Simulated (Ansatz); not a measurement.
`F[SiH]1CC[S][Zn]1` from Hartree–Fock to CCSD(T)

```xyz
11

F    -0.622   -0.967    2.325
Si    0.602   -0.427    1.429
C     0.183   -0.585   -0.410
C    -0.734    0.497   -1.014
S    -0.127    2.248   -0.991
Zn    0.644    1.883    1.035
H     1.780   -1.267    1.764
H    -0.263   -1.570   -0.597
H     1.147   -0.570   -0.935
H    -0.896    0.282   -2.072
H    -1.714    0.475   -0.533
```

Total charge 0; spin multiplicity 1. For Zn the d shell is correlated and the shells below it are frozen. Scalar relativity is left out up to krypton. The geometry is a stationary point of PBE0-D4/def2-TZVP. Frozen core, restricted reference, Ansatz 0.2.0.

```tsv
basis	HF (Eh)	MP2 corr.
def2-SVP	-2641.80725	-0.98527
def2-TZVPP	-2642.51257	-1.38543
def2-QZVPP	-2642.58259	-1.49382
```

Task: Estimate the CCSD correlation energy and the (T) correction in each basis where they were run (hartree).

Result: 
```tsv
basis	CCSD corr.	(T)
def2-SVP	-1.01256	-0.03016
def2-TZVPP	-1.37982	-0.05405
```
